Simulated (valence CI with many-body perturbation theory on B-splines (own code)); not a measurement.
## Energy levels of Pt63+

Computed by valence CI with perturbative core correlation (CI+MBPT): five valence electrons over a frozen Dirac-Fock core [Ne], radial functions for each j: 11 s, 11 p, 10 d, 8 f, 5 g, 2 h, with the one-electron correlation potential Σ1 (screened to all orders), the two-electron term Σ2, the three-electron term Σ3, Breit, model QED; selected single and double excitations, second order for the rest, scaled by the run's own slope (own B-spline code, finite nucleus).

The last digits are not significant, and no measured levels were compared; by estimate large intervals hold to a few tenths of a per cent, small ones and those within an open d or f shell to about a per cent. Among the levels kept, up to 3100 cm⁻¹ of a level comes from second order outside the variational space, and about a tenth of that is noise between levels of different J, which matters for small intervals.

Levels 136 to 173 of 173, with energies above the lowest level, (3s^2 3p1/2^2 3p3/2) J=3/2. "Leading %" is the weight of the configuration and term that name the level; weights of strongly mixed levels are sums over their largest components and can fall short. In the jj column 3d3/2^4 stands for four electrons in 3d with j = 3/2.

```tsv
No.	Configuration	Term	J	E (Ry)	Leading %	Second component	Leading jj	g
136	3s²3p3d²	⁴G°	9/2	111.82	48	15 % 3s²3p3d² ²G°	3s^2 3p3/2 3d3/2 3d5/2 (77 %)	1.165
137	3s²3p3d²	²H°	11/2	112.26	62	35 % 3s²3p3d² ⁴G°	3s^2 3p3/2 3d3/2 3d5/2 (94 %)	1.144
138	3s²3p3d²	⁴F°	7/2	112.34	29	17 % 3s²3p3d² ⁴D°	3s^2 3p3/2 3d3/2 3d5/2 (75 %)	1.207
139	3p⁴3d	⁴D	3/2	112.85	15	9 % 3s3p²3d² ⁶F	3s 3p1/2 3p3/2 3d3/2^2 (53 %)	0.996
140	3s²3p3d²	⁴D°	5/2	112.87	42	30 % 3s²3p3d² ⁴P°	3s^2 3p3/2 3d3/2 3d5/2 (86 %)	1.375
141	3s²3p3d²	²F°	5/2	112.98	22	16 % 3s²3p3d² ⁴D°	3s^2 3p3/2 3d3/2 3d5/2 (82 %)	1.114
142	3s²3p3d²	²G°	7/2	112.99	37	21 % 3s²3p3d² ⁴D°	3s^2 3p3/2 3d3/2 3d5/2 (92 %)	1.102
143	3s²3p3d²	⁴D°	3/2	113.03	34	24 % 3s²3p3d² ²D°	3s^2 3p3/2 3d3/2 3d5/2 (79 %)	1.123
144	3s²3p3d²	²S°	1/2	113.41	29	20 % 3s²3p3d² ⁴P°	3s^2 3p3/2 3d3/2 3d5/2 (71 %)	1.630
145	3s3p²3d²	⁶F	1/2	113.87	40	23 % 3s3p²3d² ⁴D	3s 3p1/2 3p3/2 3d3/2^2 (77 %)	0.308
146	3s3p²3d²	⁶G	5/2	113.97	16	12 % 3p⁴3d ⁴D	3s 3p1/2 3p3/2 3d3/2^2 (64 %)	1.059
147	3s²3p3d²	²G°	7/2	114.38	35	15 % 3s²3p3d² ⁴F°	3s^2 3p3/2 3d3/2 3d5/2 (84 %)	1.117
148	3s²3p3d²	²D°	5/2	114.85	34	15 % 3s²3p3d² ⁴D°	3s^2 3p3/2 3d3/2 3d5/2 (77 %)	1.175
149	3s²3p3d²	²G°	9/2	114.86	69	16 % 3s²3p3d² ²H°	3s^2 3p3/2 3d3/2 3d5/2 (90 %)	1.078
150	3p⁴3d	²F	7/2	114.92	23	21 % 3p⁴3d ²G	3p1/2^2 3p3/2^2 3d3/2 (70 %)	1.079
151	3s3p²3d²	⁶F	3/2	115.04	22	14 % 3s3p²3d² ⁶G	3s 3p1/2 3p3/2 3d3/2^2 (60 %)	0.931
152	3s²3p3d²	²D°	3/2	115.20	48	14 % 3s²3p3d² ⁴F°	3s^2 3p3/2 3d3/2 3d5/2 (86 %)	0.913
153	3p⁴3d	⁴P	1/2	115.20	30	19 % 3s3p²3d² ⁶F	3p1/2^2 3p3/2^2 3d3/2 (58 %)	1.065
154	3s3p²3d²	⁴G	7/2	115.33	23	21 % 3s3p²3d² ⁶G	3s 3p1/2 3p3/2 3d3/2^2 (85 %)	1.063
155	3s²3p3d²	⁴S°	3/2	115.41	30	15 % 3s²3p3d² ²D°	3s^2 3p3/2 3d3/2 3d5/2 (76 %)	1.398
156	3p⁴3d	⁴D	5/2	115.45	19	14 % 3s3p²3d² ⁶G	3p1/2^2 3p3/2^2 3d3/2 (51 %)	1.078
157	3s²3p3d²	²F°	5/2	115.79	62	18 % 3s²3p3d² ²D°	3s^2 3p3/2 3d3/2 3d5/2 (88 %)	0.951
158	3s²3p3d²	²P°	1/2	115.91	73	16 % 3s²3p3d² ⁴D°	3s^2 3p3/2 3d3/2 3d5/2 (91 %)	0.653
159	3s3p²3d²	²G	9/2	116.29	25	17 % 3s3p²3d² ⁴H	3s 3p1/2 3p3/2 3d3/2^2 (95 %)	1.119
160	3p⁴3d	²D	3/2	116.36	42	14 % 3p⁴3d ⁴F	3p1/2^2 3p3/2^2 3d3/2 (70 %)	0.885
161	3s3p⁴	⁴P	1/2	117.07	37	34 % 3s3p⁴ ²S	3s 3p3/2^4 (96 %)	1.868
162	3s3p²3d²	⁴F	3/2	117.96	20	13 % 3s3p²3d² ⁶D	3s 3p1/2 3p3/2 3d3/2^2 (86 %)	1.265
163	3s3p²3d²	⁴P	3/2	118.18	9	9 % 3s3p²3d² ⁶P	3s 3p1/2 3p3/2 3d3/2^2 (76 %)	1.232
164	3s3p²3d²	⁴G	5/2	118.24	23	10 % 3s3p²3d² ²F	3s 3p1/2 3p3/2 3d3/2^2 (95 %)	1.019
165	3s²3p3d²	⁴G°	11/2	118.43	62	37 % 3s²3p3d² ²H°	3s^2 3p3/2 3d5/2^2 (95 %)	1.192
166	3s3p²3d²	⁴G	5/2	118.68	28	15 % 3s3p²3d² ⁶D	3s 3p1/2 3p3/2 3d3/2^2 (92 %)	1.080
167	3s3p²3d²	⁴H	7/2	118.69	29	25 % 3s3p²3d² ²G	3s 3p1/2 3p3/2 3d3/2^2 (94 %)	0.931
168	3s3p²3d²	⁴D	3/2	118.74	25	20 % 3s3p²3d² ⁶D	3s 3p1/2 3p3/2 3d3/2^2 (91 %)	1.273
169	3s3p²3d²	⁴P	1/2	119.01	34	29 % 3s3p²3d² ⁶D	3s 3p1/2 3p3/2 3d3/2^2 (87 %)	2.084
170	3s²3p3d²	²D°	5/2	119.05	45	20 % 3s²3p3d² ⁴P°	3s^2 3p3/2 3d5/2^2 (94 %)	1.208
171	3s3p²3d²	⁴F	7/2	119.17	20	11 % 3s3p²3d² ⁴D	3s 3p1/2 3p3/2 3d3/2^2 (80 %)	1.208
172	3s²3p3d²	²F°	7/2	119.31	49	39 % 3s²3p3d² ⁴D°	3s^2 3p3/2 3d5/2^2 (96 %)	1.221
173	3s3p²3d²	⁴P	5/2	119.33	23	15 % 3s3p²3d² ²D	3s 3p1/2 3p3/2 3d3/2^2 (92 %)	1.372
```

Where two levels of one J and parity lie close, their mixing, g and order are uncertain.
